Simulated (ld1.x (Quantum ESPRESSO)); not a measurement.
Results of a calculation; reference values are marked as such.
# Potentials for silicon compared

Generated with ld1.x 7.5 (TM, RRKJ, ultrasoft, PAW), atompaw 4.2 or ONCVPSP 4.0.1. The cutoff is in Ry: for ld1.x and atompaw files where the sum of valence levels is converged to 10 mRy in a Bessel basis, for ONCV files where the hardest occupied wave has 1 mHa per electron of residual kinetic energy. The error is the largest all-electron minus pseudo excitation energy over each file’s own four to seven test configurations (ionisations up to +4, promotions, holes and added fractions of an electron), all of which were solved. The labels leave out finer settings (local radius, basis sizes, second energies), which also bear on the numbers. Spin-polarised tests are not counted. The rows are a selection from randomly drawn settings: files with unsolved tests, undetermined cutoffs or missed reference levels are left out.

```tsv
potential	cutoff (Ry)	largest error (meV)	bound ghosts
TM, PW91, scalar-relativistic, rc 1.85/2.15/1.70 (spd), local p, core correction yes, reference 3s2 3p2	15	+58	none
PAW, BLYP, scalar-relativistic, rc 1.85/2.05 (sp), local smoothed, core correction yes, reference 3s2 3p0	8	-23	none
TM semilocal, PBE, non-relativistic, rc 1.65/1.50 (sp), local p, core correction no, reference 3s2 3p2	35	+68	none
TM semilocal, LDA (PZ), scalar-relativistic, rc 1.65/1.40 (sp), local p, core correction no, reference 3s2 3p2	45	+215	none
ultrasoft, PBE, non-relativistic, rc 2.00/2.35/1.85 (spd), local smoothed, core correction yes, reference 3s1.75 3p2.25	8	+55	none
TM, PBE, scalar-relativistic, rc 1.70/1.70 (sp), local s, core correction no, reference 3s1.5 3p2.5	15	+58	none
```

Fill in the row for Si: PAW, PBE, scalar-relativistic, rc 2.00/2.55/2.60 (spd), local smoothed, core correction yes, reference 3s2 3p2.

cutoff 8 Ry, largest error -56 meV, bound ghosts: none.

Fill in the row for Si: PAW, LDA (PZ), scalar-relativistic, rc 1.80/2.40 (sp), local smoothed, core correction yes, reference 3s1 3p3.

cutoff 10 Ry, largest error -59 meV, bound ghosts: none.
